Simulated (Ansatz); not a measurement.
CH9GeNOSi (`CO[SiH2][NH][GeH3]`). The species carries charge 0 and has multiplicity 1. The structure was optimised at the PBE0-D4/def2-TZVP level. It is one conformer, not always the lowest.

```xyz
14

C    -0.872   -2.065   -1.314
O    -0.863   -0.836   -0.630
Si    0.325    0.284   -0.845
N     0.186    1.543    0.292
Ge    0.518    1.405    2.098
H    -1.668   -2.686   -0.899
H     0.079   -2.600   -1.199
H    -1.064   -1.929   -2.385
H     0.228    0.866   -2.212
H     1.630   -0.411   -0.667
H    -0.365    2.343    0.020
H    -0.788    1.256    2.899
H     1.255    2.671    2.569
H     1.398    0.160    2.272
```

(1) What is the dipole moment at r2SCAN/def2-TZVPP? (An estimate is asked.)

(2) And with PBE, B3LYP, ωB97M-V? (Best estimate.)

(3) Give the Mulliken charges with r2SCAN, B3LYP, ωB97M-V in def2-TZVPP. (Estimate.)

Answers

(1) Computed: 0.27 D, with components (-0.25, 0.07, -0.07) D in this frame, pointing from negative to positive charge.

(2) Ansatz gave: PBE 0.27 D, B3LYP 0.24 D, ωB97M-V 0.24 D.

(3) Computed: 
```json
{"atom": "C1", "r2SCAN": "0.01", "B3LYP": "-0.12", "ωB97M-V": "-0.18"}
{"atom": "O2", "r2SCAN": "-0.38", "B3LYP": "-0.37", "ωB97M-V": "-0.36"}
{"atom": "Si3", "r2SCAN": "0.53", "B3LYP": "0.51", "ωB97M-V": "0.44"}
{"atom": "N4", "r2SCAN": "-0.46", "B3LYP": "-0.40", "ωB97M-V": "-0.42"}
{"atom": "Ge5", "r2SCAN": "0.25", "B3LYP": "0.22", "ωB97M-V": "0.17"}
{"atom": "H6", "r2SCAN": "0.06", "B3LYP": "0.11", "ωB97M-V": "0.12"}
{"atom": "H7", "r2SCAN": "0.06", "B3LYP": "0.09", "ωB97M-V": "0.11"}
{"atom": "H8", "r2SCAN": "0.06", "B3LYP": "0.10", "ωB97M-V": "0.11"}
{"atom": "H9", "r2SCAN": "-0.11", "B3LYP": "-0.10", "ωB97M-V": "-0.06"}
{"atom": "H10", "r2SCAN": "-0.10", "B3LYP": "-0.10", "ωB97M-V": "-0.06"}
{"atom": "H11", "r2SCAN": "0.14", "B3LYP": "0.12", "ωB97M-V": "0.10"}
{"atom": "H12", "r2SCAN": "-0.03", "B3LYP": "-0.02", "ωB97M-V": "0.00"}
{"atom": "H13", "r2SCAN": "-0.03", "B3LYP": "-0.02", "ωB97M-V": "0.00"}
{"atom": "H14", "r2SCAN": "0.00", "B3LYP": "0.00", "ωB97M-V": "0.02"}
```

B3LYP here is the variant with VWN-RPA as its local correlation; programs differ in this.
